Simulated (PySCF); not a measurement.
A structure optimised at PBE-D3(BJ)/def2-SVP, used in a PySCF frequency run:

```xyz
8

Ga    -0.7303     0.0752     0.0000
H     -2.1846     0.6639     0.0000
Cl     0.8705     1.5596     0.0000
C     -0.0676    -1.7602     0.0000
C      1.2580    -2.0158     0.0000
H     -0.7771    -2.6079     0.0000
H      1.6600    -3.0454     0.0000
H      2.0006    -1.1982     0.0000
```

**Question.** Write its SMILES, formula and point group.

**Answer.** C=[CH][GaH][Cl], C₂H₄ClGa, Cs

**Question.** What are its rotational constants (standard atomic weights)?

**Answer.** 5.3556, 2.6470, 1.7714 GHz
